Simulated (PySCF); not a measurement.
# Electric properties by functional and basis

C₂H₄BN.
Bonds: C1–C2 (triple), C2–B3, B3–N4. Hydrogens: H5 on C1; H6 on B3; H7, H8 on N4.

PySCF, dipoles from the SCF density, polarisabilities from static response with core orbitals frozen. Isolated species at its PBE0-D3(BJ)/def2-SVP geometry, gas phase.

Q: How do dipole and polarisability depend on functional and basis here?

A: 

```csv
level,μ (D),α (au),anisotropy (au)
LDA/def2-SVPD,1.874,49.51,34.38
PBE/def2-SVPD,1.845,48.97,34.23
B3LYP/def2-SVPD,1.746,47.64,32.20
PBE0/def2-SVPD,1.764,47.03,31.75
BHandHLYP/def2-SVPD,1.652,45.78,29.98
CAM-B3LYP/def2-SVPD,1.727,46.67,30.62
wB97X-D/def2-SVPD,1.725,46.97,30.17
LC-wPBE/def2-SVPD,1.749,45.22,29.14
HF/def2-SVPD,1.531,44.16,27.45
PBE0/6-31G*,1.953,35.77,38.61
PBE0/def2-SVP,2.020,38.06,36.77
PBE0/6-31+G*,1.807,42.75,35.74
PBE0/aug-cc-pVDZ,1.750,48.33,32.13
PBE0/def2-TZVP,1.806,44.34,34.24
PBE0/def2-TZVPD,1.744,48.39,31.66
PBE0/aug-cc-pVTZ,1.742,48.68,31.76
```

The anisotropy is √(½[(α1 − α2)² + (α2 − α3)² + (α3 − α1)²]). The dipole runs from 1.53 D (HF/def2-SVPD) to 2.02 D (PBE0/def2-SVP). No reference polarisability is at hand; against PBE0 in the largest diffuse basis at hand (aug-cc-pVTZ) the other PBE0 rows deviate by 6-31G* -27%, def2-SVP -22%, 6-31+G* -12%, def2-SVPD -3%, aug-cc-pVDZ -1%, def2-TZVP -9%, def2-TZVPD -1%. In one basis (def2-SVPD) the functionals order the polarisability from HF (lowest) to LDA (highest), a spread of 12%. With PBE0 the polarisability is 39.39 au without diffuse functions (mean of 6-31G*, def2-SVP and def2-TZVP) and 47.04 au with them (mean of 6-31+G*, def2-SVPD, aug-cc-pVDZ, def2-TZVPD and aug-cc-pVTZ).
